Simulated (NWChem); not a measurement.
System: SiNH3Cl2; SMILES N[SiH](Cl)Cl

```xyz
7

Si     0.3056     0.4330     0.0076
N      1.8963    -0.1737    -0.1319
Cl    -0.6972    -0.0610    -1.7296
Cl    -0.8024    -0.3279     1.5999
H      0.3420     1.8935     0.1894
H      2.0605    -1.1159    -0.4677
H      2.6002     0.1107     0.5405
```
Atoms are numbered in this order, from 1.

Computed with NWChem. All runs use the structure optimised with B3LYP/6-31G* (spherical d). GIAO values for the isolated, static molecule; σ is the absolute isotropic shielding, δ = σ(reference) − σ with the isolated reference molecule computed at the same levels (1H: tetramethylsilane, 15N: ammonia, 29Si: tetramethylsilane).

Problem. Predict the results for KT2/pcSseg-1. Quantities: δ Si1 (ppm); δ N2 (ppm); σ Cl3 (ppm); σ Cl4 (ppm); δ H5 (ppm); δ H6 (ppm); δ H7 (ppm).

Solution. 
```yaml
"δ Si1 (ppm)": -2.8
"δ N2 (ppm)": 50.4
"σ Cl3 (ppm)": 849.3
"σ Cl4 (ppm)": 768.0
"δ H5 (ppm)": 5.80
"δ H6 (ppm)": 1.57
"δ H7 (ppm)": 1.43
```
